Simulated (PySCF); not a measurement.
# Gallium: a sound run and one with changed settings

Sound run: Ga⁺ [Ar] 3d10 4s2, Ga²⁺ [Ar] 3d10 4s1. All numbers are calculated (PySCF 2.14, the spin-free X2C one-electron Hamiltonian (Gaussian nucleus), in aug-cc-pVDZ-DK (6s5p3d, 36 functions)). In the sound run the correlated levels freeze [Ar] 3d10. The sound run starts from symmetry-adapted Hartree-Fock orbitals and uses a fine grid where one is needed.

Changed run: basis STO-3G, all-electron and non-relativistic. This setting is unsound on purpose.

```tsv
species	method	sound run (hartree)	changed run (hartree)	converged
Ga⁺	UHF	-1941.88183	-1900.61973	yes
Ga⁺	B3LYP	-1943.57210	-1901.76648	yes
Ga⁺	r2SCAN	-1943.48531	-1901.83388	yes
Ga⁺	MP2	-1941.90545	-1900.64155	yes
Ga⁺	CCSD(T)	-1941.91757	-1900.65720	yes
Ga²⁺	UHF	-1941.19086	-1900.00347	yes
Ga²⁺	B3LYP	-1942.80513	-1901.09312	yes
Ga²⁺	r2SCAN	-1942.73026	-1901.17744	yes
```

Ionisation energy of Ga⁺:

```tsv
method	sound run (eV)	changed run (eV)
UHF	18.802	16.769
B3LYP	20.870	18.323
r2SCAN	20.546	17.863
MP2	19.445	17.363
SCS-MP2	19.573	17.482
CCSD	19.775	17.789
CCSD(T)	19.775	17.789
CCSDT	19.775	17.789
FCI	19.775	17.789
```

A minimal basis cannot let orbitals breathe on ionisation and holds almost no correlation. The Hamiltonian changed with the basis, so the totals do not compare.

For comparison, NIST gives 20.515 eV between the lowest levels.
